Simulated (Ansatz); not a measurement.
A short molecular-dynamics run on `O=C=[N][Hf]([F])([F])[N]=C=O`.

```yaml
crystal:
  periodic: [false, false, false]
  atoms:
    - {symbol: O, position_ang: [3.826057, -0.797890, -0.153757]}
    - {symbol: C, position_ang: [2.740100, -0.406057, -0.276175]}
    - {symbol: N, position_ang: [1.613659, -0.001000, -0.401773]}
    - {symbol: Hf, position_ang: [-0.270008, 0.697970, -0.633544]}
    - {symbol: F, position_ang: [-0.841168, 0.406437, -2.417131]}
    - {symbol: F, position_ang: [-0.306219, 2.558615, -0.274239]}
    - {symbol: N, position_ang: [-1.511043, -0.263297, 0.641706]}
    - {symbol: C, position_ang: [-2.263486, -0.825680, 1.394215]}
    - {symbol: O, position_ang: [-2.987882, -1.369087, 2.120696]}
basis:
  gaussian: {orbitals: def2-SVP}
hamiltonian: {xc: {name: PBE}, dispersion: d4}
md: {timestep: 0.5 fs, n_steps: 50, ensemble: nvt_langevin, temperature: 1500, initial_velocities: maxwell_boltzmann, friction: 0.01, seed: 575}
```

```sh
$ ansatz run in.yaml --threads 4 --pin off --events-out ev --progress --plain --max-ram 11315MiB
```

| step | time (fs) | potential energy (eV) | kinetic (eV) | T (K) | conserved (eV) |
| --- | --- | --- | --- | --- | --- |
| 0 | 0.0 | -15871.5822 | 1.5511 | 1333 | – |
| 1 | 0.5 | -15871.5617 | 1.5808 | 1359 | – |
| 2 | 1.0 | -15871.4999 | 1.5516 | 1334 | – |
| 3 | 1.5 | -15871.4096 | 1.4273 | 1227 | – |
| 4 | 2.0 | -15871.3083 | 1.3517 | 1162 | – |
| 5 | 2.5 | -15871.2192 | 1.2581 | 1081 | – |
| 6 | 3.0 | -15871.1634 | 1.3132 | 1129 | – |
| 7 | 3.5 | -15871.1391 | 1.1997 | 1031 | – |
| 8 | 4.0 | -15871.1378 | 1.2387 | 1065 | – |
| 9 | 4.5 | -15871.1530 | 1.1977 | 1030 | – |
| 10 | 5.0 | -15871.1762 | 1.2089 | 1039 | – |
| 11 | 5.5 | -15871.1991 | 1.1392 | 979 | – |
| 12 | 6.0 | -15871.2165 | 1.2098 | 1040 | – |
| 13 | 6.5 | -15871.2217 | 1.1735 | 1009 | – |
| 14 | 7.0 | -15871.2103 | 1.1387 | 979 | – |
| 15 | 7.5 | -15871.1865 | 1.0887 | 936 | – |
| 16 | 8.0 | -15871.1616 | 0.9399 | 808 | – |
| 17 | 8.5 | -15871.1421 | 0.9680 | 832 | – |
| 18 | 9.0 | -15871.1279 | 0.9814 | 844 | – |
| 19 | 9.5 | -15871.1247 | 0.9764 | 839 | – |
| 20 | 10.0 | -15871.1357 | 1.1077 | 952 | – |
| 21 | 10.5 | -15871.1583 | 1.1889 | 1022 | – |
| 22 | 11.0 | -15871.1849 | 1.2331 | 1060 | – |
| 23 | 11.5 | -15871.2121 | 1.2188 | 1048 | – |
| 24 | 12.0 | -15871.2361 | 1.1727 | 1008 | – |
| 25 | 12.5 | -15871.2493 | 1.1815 | 1016 | – |
| 26 | 13.0 | -15871.2505 | 1.2518 | 1076 | – |
| 27 | 13.5 | -15871.2394 | 1.1788 | 1013 | – |
| 28 | 14.0 | -15871.2172 | 1.2743 | 1095 | – |
| 29 | 14.5 | -15871.1846 | 1.3332 | 1146 | – |
| 30 | 15.0 | -15871.1454 | 1.3088 | 1125 | – |
| 31 | 15.5 | -15871.1060 | 1.2312 | 1058 | – |
| 32 | 16.0 | -15871.0737 | 1.2415 | 1067 | – |
| 33 | 16.5 | -15871.0498 | 1.2768 | 1098 | – |
| 34 | 17.0 | -15871.0382 | 1.2829 | 1103 | – |
| 35 | 17.5 | -15871.0386 | 1.2778 | 1098 | – |
| 36 | 18.0 | -15871.0490 | 1.2130 | 1043 | – |
| 37 | 18.5 | -15871.0644 | 1.3686 | 1176 | – |
| 38 | 19.0 | -15871.0735 | 1.2124 | 1042 | – |
| 39 | 19.5 | -15871.0815 | 1.2912 | 1110 | – |
| 40 | 20.0 | -15871.0947 | 1.2837 | 1104 | – |
| 41 | 20.5 | -15871.1091 | 1.3458 | 1157 | – |
| 42 | 21.0 | -15871.1213 | 1.4220 | 1222 | – |
| 43 | 21.5 | -15871.1271 | 1.4717 | 1265 | – |
| 44 | 22.0 | -15871.1238 | 1.4528 | 1249 | – |
| 45 | 22.5 | -15871.1136 | 1.4011 | 1204 | – |
| 46 | 23.0 | -15871.0962 | 1.4089 | 1211 | – |
| 47 | 23.5 | -15871.0778 | 1.3095 | 1126 | – |
| 48 | 24.0 | -15871.0611 | 1.2367 | 1063 | – |
| 49 | 24.5 | -15871.0481 | 1.2213 | 1050 | – |
| 50 | 25.0 | -15871.0438 | 1.3091 | 1125 | – |

Velocities are drawn at the set temperature; a run this short doesn't reach equilibrium.

Frames (Å, forces in eV/Å):

```xyz
9
time=0.0 fs
O     3.826   -0.798   -0.154    1.787   -0.645    0.202
C     2.740   -0.406   -0.276   -0.017    0.010   -0.006
N     1.614   -0.001   -0.402   -1.426    0.504   -0.151
Hf   -0.270    0.698   -0.634    0.062   -0.159    0.145
F    -0.841    0.406   -2.417   -0.174   -0.105   -0.549
F    -0.306    2.559   -0.274   -0.006    0.571    0.125
N    -1.511   -0.263    0.642    0.959    0.704   -0.947
C    -2.263   -0.826    1.394    0.008    0.013   -0.015
O    -2.988   -1.369    2.121   -1.192   -0.895    1.196
9
time=1.0 fs
O     3.824   -0.797   -0.148    0.214   -0.127   -0.060
C     2.721   -0.404   -0.292    4.719   -1.641    0.663
N     1.627    0.001   -0.407   -4.703    1.662   -0.557
Hf   -0.271    0.695   -0.634    0.469    0.054    0.052
F    -0.827    0.414   -2.419   -0.237   -0.134   -0.668
F    -0.299    2.556   -0.272   -0.018    0.540    0.123
N    -1.498   -0.257    0.635   -0.259   -0.115    0.238
C    -2.269   -0.809    1.403    0.743    0.359   -0.704
O    -2.988   -1.362    2.131   -0.928   -0.598    0.912
9
time=2.0 fs
O     3.821   -0.794   -0.143   -0.749    0.166   -0.294
C     2.706   -0.401   -0.309    8.536   -3.010    1.238
N     1.638    0.005   -0.413   -7.624    2.742   -0.891
Hf   -0.272    0.692   -0.634    0.835    0.344   -0.097
F    -0.813    0.422   -2.423   -0.285   -0.158   -0.753
F    -0.293    2.555   -0.270   -0.030    0.462    0.116
N    -1.484   -0.254    0.626   -1.329   -0.786    1.289
C    -2.271   -0.792    1.411    1.091    0.371   -1.020
O    -2.989   -1.357    2.143   -0.445   -0.130    0.412
9
time=3.0 fs
O     3.817   -0.791   -0.139   -1.044    0.224   -0.448
C     2.700   -0.401   -0.324   10.050   -3.555    1.544
N     1.643    0.010   -0.420   -8.839    3.209   -1.027
Hf   -0.273    0.689   -0.634    1.147    0.632   -0.290
F    -0.798    0.431   -2.426   -0.332   -0.180   -0.835
F    -0.286    2.554   -0.268   -0.043    0.422    0.118
N    -1.470   -0.252    0.619   -2.254   -1.320    2.206
C    -2.272   -0.775    1.420    1.136    0.113   -1.036
O    -2.991   -1.351    2.157    0.179    0.457   -0.232
9
time=4.0 fs
O     3.813   -0.789   -0.133   -0.854    0.108   -0.538
C     2.700   -0.405   -0.340    8.973   -3.122    1.589
N     1.640    0.018   -0.427   -7.849    2.836   -0.953
Hf   -0.274    0.687   -0.634    1.381    0.944   -0.528
F    -0.786    0.440   -2.429   -0.377   -0.203   -0.919
F    -0.279    2.552   -0.268   -0.055    0.411    0.127
N    -1.458   -0.250    0.612   -3.067   -1.755    3.015
C    -2.273   -0.756    1.427    1.038   -0.290   -0.891
O    -2.992   -1.346    2.171    0.812    1.071   -0.902
9
time=5.0 fs
O     3.811   -0.786   -0.129   -0.431   -0.091   -0.566
C     2.706   -0.411   -0.357    6.531   -2.129    1.493
N     1.633    0.028   -0.437   -5.656    1.962   -0.791
Hf   -0.274    0.685   -0.634    1.446    1.219   -0.768
F    -0.776    0.449   -2.433   -0.402   -0.214   -0.941
F    -0.271    2.551   -0.266   -0.065    0.400    0.135
N    -1.449   -0.248    0.608   -3.603   -1.996    3.545
C    -2.274   -0.739    1.434    0.968   -0.663   -0.758
O    -2.991   -1.341    2.184    1.212    1.513   -1.349
9
time=6.0 fs
O     3.810   -0.783   -0.128    0.342   -0.393   -0.481
C     2.717   -0.418   -0.372    3.262   -0.799    1.263
N     1.625    0.037   -0.447   -2.988    0.862   -0.608
Hf   -0.274    0.682   -0.633    1.445    1.432   -1.000
F    -0.765    0.457   -2.439   -0.413   -0.216   -0.912
F    -0.263    2.549   -0.264   -0.074    0.388    0.142
N    -1.443   -0.248    0.607   -3.993   -2.132    3.916
C    -2.276   -0.722    1.440    1.053   -0.904   -0.754
O    -2.987   -1.334    2.195    1.366    1.762   -1.565
9
time=7.0 fs
O     3.810   -0.780   -0.127    1.492   -0.799   -0.264
C     2.731   -0.425   -0.385   -0.447    0.685    0.900
N     1.615    0.045   -0.459   -0.236   -0.289   -0.424
Hf   -0.275    0.680   -0.633    1.365    1.571   -1.143
F    -0.753    0.466   -2.445   -0.433   -0.220   -0.910
F    -0.256    2.547   -0.263   -0.081    0.402    0.152
N    -1.439   -0.248    0.610   -4.177   -2.138    4.065
C    -2.278   -0.708    1.447    1.109   -1.120   -0.706
O    -2.982   -1.327    2.206    1.409    1.910   -1.671
9
time=8.0 fs
O     3.814   -0.776   -0.126    2.310   -1.072   -0.086
C     2.745   -0.431   -0.397   -3.239    1.791    0.616
N     1.606    0.051   -0.471    1.932   -1.194   -0.284
Hf   -0.275    0.678   -0.633    1.179    1.628   -1.230
F    -0.743    0.474   -2.450   -0.439   -0.217   -0.869
F    -0.248    2.545   -0.262   -0.085    0.416    0.163
N    -1.436   -0.252    0.614   -4.047   -1.951    3.905
C    -2.279   -0.694    1.452    0.997   -1.396   -0.517
O    -2.979   -1.318    2.214    1.392    1.994   -1.698
9
time=9.0 fs
O     3.818   -0.776   -0.125    2.443   -1.118   -0.057
C     2.755   -0.436   -0.411   -4.681    2.402    0.525
N     1.598    0.057   -0.485    3.432   -1.822   -0.191
Hf   -0.274    0.677   -0.633    0.868    1.572   -1.215
F    -0.734    0.483   -2.456   -0.436   -0.209   -0.806
F    -0.242    2.543   -0.261   -0.084    0.442    0.174
N    -1.439   -0.259    0.621   -3.587   -1.583    3.425
C    -2.279   -0.684    1.457    0.806   -1.616   -0.295
O    -2.975   -1.307    2.220    1.238    1.932   -1.561
9
time=10.0 fs
O     3.824   -0.780   -0.125    1.952   -0.966   -0.185
C     2.760   -0.441   -0.424   -4.837    2.541    0.614
N     1.595    0.060   -0.500    4.188   -2.150   -0.134
Hf   -0.273    0.677   -0.633    0.571    1.476   -1.080
F    -0.723    0.493   -2.461   -0.437   -0.202   -0.760
F    -0.237    2.543   -0.261   -0.084    0.420    0.177
N    -1.443   -0.269    0.628   -2.840   -1.066    2.655
C    -2.278   -0.675    1.461    0.408   -1.896    0.121
O    -2.973   -1.294    2.227    1.077    1.843   -1.408
9
time=11.0 fs
O     3.832   -0.785   -0.127    0.780   -0.591   -0.499
C     2.759   -0.443   -0.436   -3.823    2.248    0.899
N     1.594    0.062   -0.517    4.411   -2.251   -0.092
Hf   -0.273    0.677   -0.633    0.246    1.315   -0.867
F    -0.711    0.503   -2.465   -0.435   -0.193   -0.707
F    -0.231    2.543   -0.261   -0.082    0.384    0.176
N    -1.452   -0.281    0.637   -1.804   -0.406    1.599
C    -2.279   -0.667    1.466   -0.082   -2.145    0.596
O    -2.971   -1.279    2.233    0.790    1.639   -1.104
9
time=12.0 fs
O     3.841   -0.790   -0.128   -0.687   -0.121   -0.908
C     2.753   -0.443   -0.447   -2.008    1.640    1.309
N     1.597    0.061   -0.534    4.042   -2.105   -0.090
Hf   -0.272    0.677   -0.633   -0.022    1.129   -0.611
F    -0.699    0.512   -2.470   -0.433   -0.185   -0.656
F    -0.226    2.544   -0.264   -0.079    0.322    0.169
N    -1.462   -0.294    0.647   -0.642    0.294    0.408
C    -2.280   -0.660    1.471   -0.516   -2.275    0.993
O    -2.970   -1.263    2.237    0.344    1.300   -0.614
9
time=13.0 fs
O     3.847   -0.793   -0.130   -1.822    0.219   -1.219
C     2.746   -0.445   -0.455   -0.104    1.004    1.649
N     1.604    0.059   -0.551    3.134   -1.759   -0.121
Hf   -0.272    0.677   -0.634   -0.155    0.930   -0.364
F    -0.688    0.522   -2.474   -0.431   -0.176   -0.596
F    -0.222    2.546   -0.265   -0.079    0.235    0.159
N    -1.473   -0.308    0.656    0.676    1.030   -0.928
C    -2.278   -0.655    1.479   -1.126   -2.446    1.515
O    -2.968   -1.247    2.241   -0.093    0.963   -0.095
9
time=14.0 fs
O     3.853   -0.797   -0.133   -2.831    0.518   -1.476
C     2.737   -0.445   -0.463    2.016    0.254    1.962
N     1.615    0.058   -0.569    1.827   -1.244   -0.179
Hf   -0.273    0.677   -0.635   -0.181    0.756   -0.124
F    -0.676    0.531   -2.478   -0.438   -0.172   -0.566
F    -0.217    2.548   -0.268   -0.082    0.144    0.146
N    -1.483   -0.319    0.666    1.840    1.642   -2.113
C    -2.277   -0.649    1.487   -1.530   -2.446    1.813
O    -2.969   -1.230    2.243   -0.620    0.548    0.538
9
time=15.0 fs
O     3.858   -0.800   -0.139   -3.584    0.730   -1.640
C     2.730   -0.445   -0.469    4.179   -0.552    2.228
N     1.629    0.056   -0.587    0.154   -0.565   -0.280
Hf   -0.273    0.678   -0.635   -0.077    0.588    0.072
F    -0.663    0.542   -2.480   -0.454   -0.172   -0.558
F    -0.213    2.550   -0.271   -0.088    0.068    0.140
N    -1.491   -0.330    0.671    2.644    2.051   -2.941
C    -2.276   -0.646    1.497   -1.634   -2.295    1.814
O    -2.970   -1.215    2.247   -1.140    0.146    1.166
9
time=16.0 fs
O     3.861   -0.803   -0.147   -3.842    0.777   -1.665
C     2.726   -0.447   -0.475    5.951   -1.257    2.405
N     1.645    0.053   -0.604   -1.694    0.203   -0.427
Hf   -0.274    0.678   -0.635    0.155    0.406    0.174
F    -0.651    0.554   -2.484   -0.468   -0.172   -0.526
F    -0.209    2.551   -0.275   -0.097    0.023    0.145
N    -1.496   -0.340    0.674    2.999    2.230   -3.308
C    -2.274   -0.645    1.507   -1.247   -1.873    1.309
O    -2.970   -1.199    2.251   -1.756   -0.337    1.893
9
time=17.0 fs
O     3.861   -0.802   -0.155   -3.576    0.650   -1.535
C     2.727   -0.450   -0.479    6.662   -1.558    2.391
N     1.660    0.050   -0.622   -2.990    0.735   -0.530
Hf   -0.276    0.679   -0.635    0.410    0.202    0.214
F    -0.639    0.567   -2.487   -0.486   -0.171   -0.493
F    -0.204    2.551   -0.280   -0.104    0.034    0.162
N    -1.501   -0.348    0.675    2.849    2.173   -3.132
C    -2.275   -0.646    1.520   -0.156   -1.074    0.059
O    -2.971   -1.183    2.257   -2.608   -0.990    2.863
9
time=18.0 fs
O     3.860   -0.802   -0.163   -2.865    0.385   -1.270
C     2.734   -0.456   -0.479    6.205   -1.396    2.158
N     1.673    0.047   -0.639   -3.524    0.932   -0.542
Hf   -0.277    0.680   -0.635    0.664   -0.007    0.199
F    -0.628    0.579   -2.491   -0.504   -0.170   -0.460
F    -0.200    2.551   -0.284   -0.111    0.090    0.188
N    -1.504   -0.355    0.672    2.288    1.915   -2.486
C    -2.277   -0.649    1.534    1.329   -0.118   -1.628
O    -2.974   -1.165    2.264   -3.481   -1.632    3.841
9
time=19.0 fs
O     3.857   -0.801   -0.169   -1.699   -0.013   -0.886
C     2.744   -0.462   -0.477    4.611   -0.783    1.701
N     1.682    0.044   -0.655   -3.331    0.801   -0.445
Hf   -0.279    0.681   -0.635    0.877   -0.230    0.102
F    -0.617    0.591   -2.497   -0.514   -0.167   -0.377
F    -0.196    2.549   -0.289   -0.114    0.182    0.223
N    -1.505   -0.362    0.670    1.639    1.609   -1.706
C    -2.277   -0.653    1.548    2.810    0.774   -3.328
O    -2.980   -1.148    2.273   -4.279   -2.173    4.717
9
time=20.0 fs
O     3.852   -0.799   -0.176   -0.147   -0.536   -0.417
C     2.754   -0.471   -0.475    2.429    0.063    1.112
N     1.689    0.042   -0.669   -2.898    0.550   -0.305
Hf   -0.279    0.682   -0.635    1.079   -0.419   -0.053
F    -0.606    0.605   -2.503   -0.519   -0.167   -0.269
F    -0.192    2.547   -0.294   -0.116    0.277    0.262
N    -1.504   -0.369    0.666    1.036    1.312   -0.957
C    -2.276   -0.656    1.561    3.708    1.243   -4.415
O    -2.988   -1.132    2.284   -4.572   -2.322    5.041
9
time=21.0 fs
O     3.847   -0.795   -0.185    1.888   -1.183    0.182
C     2.766   -0.480   -0.471   -0.427    1.132    0.324
N     1.695    0.038   -0.683   -2.265    0.199   -0.094
Hf   -0.280    0.683   -0.634    1.311   -0.610   -0.299
F    -0.598    0.619   -2.510   -0.518   -0.167   -0.131
F    -0.187    2.544   -0.299   -0.118    0.408    0.311
N    -1.501   -0.376    0.660    0.485    1.015   -0.246
C    -2.272   -0.659    1.570    3.720    1.165   -4.602
O    -2.999   -1.118    2.296   -4.075   -1.958    4.555
9
time=22.0 fs
O     3.845   -0.791   -0.195    4.040   -1.826    0.781
C     2.779   -0.490   -0.468   -3.359    2.179   -0.482
N     1.701    0.033   -0.697   -1.669   -0.133    0.139
Hf   -0.280    0.684   -0.633    1.549   -0.792   -0.627
F    -0.590    0.634   -2.518   -0.510   -0.169    0.053
F    -0.182    2.541   -0.305   -0.118    0.547    0.365
N    -1.499   -0.384    0.653    0.245    0.849    0.109
C    -2.264   -0.660    1.575    2.585    0.485   -3.610
O    -3.011   -1.107    2.311   -2.763   -1.141    3.274
9
time=23.0 fs
O     3.847   -0.789   -0.205    5.459   -2.223    1.168
C     2.787   -0.500   -0.465   -5.172    2.798   -1.026
N     1.706    0.026   -0.712   -1.443   -0.284    0.323
Hf   -0.280    0.684   -0.632    1.741   -0.976   -0.989
F    -0.582    0.649   -2.527   -0.491   -0.174    0.283
F    -0.180    2.538   -0.312   -0.114    0.677    0.418
N    -1.497   -0.393    0.648    0.329    0.833    0.061
C    -2.255   -0.659    1.575    0.882   -0.405   -1.991
O    -3.024   -1.095    2.325   -1.192   -0.245    1.753
9
time=24.0 fs
O     3.852   -0.788   -0.215    5.876   -2.324    1.292
C     2.790   -0.506   -0.462   -5.593    2.928   -1.233
N     1.712    0.018   -0.726   -1.569   -0.257    0.432
Hf   -0.280    0.685   -0.631    1.890   -1.132   -1.363
F    -0.575    0.664   -2.535   -0.469   -0.185    0.525
F    -0.177    2.535   -0.321   -0.108    0.803    0.471
N    -1.495   -0.400    0.645    0.403    0.796    0.013
C    -2.246   -0.661    1.574   -0.693   -1.113   -0.498
O    -3.038   -1.085    2.340    0.263    0.485    0.361
9
time=25.0 fs
O     3.859   -0.789   -0.223    5.184   -2.122    1.159
C     2.789   -0.509   -0.462   -4.604    2.596   -1.101
N     1.716    0.010   -0.739   -1.942   -0.094    0.460
Hf   -0.280    0.685   -0.629    2.005   -1.233   -1.705
F    -0.567    0.680   -2.543   -0.454   -0.203    0.727
F    -0.172    2.532   -0.328   -0.102    0.920    0.520
N    -1.492   -0.403    0.642    0.353    0.698    0.091
C    -2.238   -0.663    1.574   -1.871   -1.550    0.604
O    -3.050   -1.075    2.354    1.431    0.988   -0.755
```

Hardware: 4 threads of an Intel Xeon Platinum 8488C on a shared host. Wall time 85 s, peak host memory 0.59 GiB.
